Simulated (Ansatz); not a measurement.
Wavefunction ladder for `[CH3][Zn][TeH]`

Cartesian coordinates in Å:
```
C -0.821 -1.045 0.428
Zn 0.551 0.272 0.028
Te 2.314 1.958 -0.484
H -1.090 -1.010 1.485
H -1.718 -0.846 -0.164
H -0.468 -2.051 0.191
H 1.233 2.722 -1.485
```

Charge 0, multiplicity 1. For Zn the d shell is correlated and the shells below it are frozen. Correlated methods include outer-core shells of Te, which these sets cover unevenly. Scalar relativity is left out up to krypton. Te: def2 effective core potential. Geometry: relaxed with PBE0-D4/def2-TZVP. Frozen core, restricted reference, Ansatz.

```json
{"basis": "def2-SVP", "HF (Eh)": "-2084.74690", "MP2 corr.": "-0.57377"}
{"basis": "def2-TZVPP", "HF (Eh)": "-2085.04569", "MP2 corr.": "-1.15722"}
{"basis": "def2-QZVPP", "HF (Eh)": "-2085.09072", "MP2 corr.": "-1.36586"}
```

Task: Estimate the CCSD correlation energy and the (T) correction in each basis where they were run (hartree).

Result: 
| basis | CCSD corr. | (T) |
| --- | --- | --- |
| def2-SVP | -0.58267 | -0.01661 |
| def2-TZVPP | -1.10482 | -0.03286 |
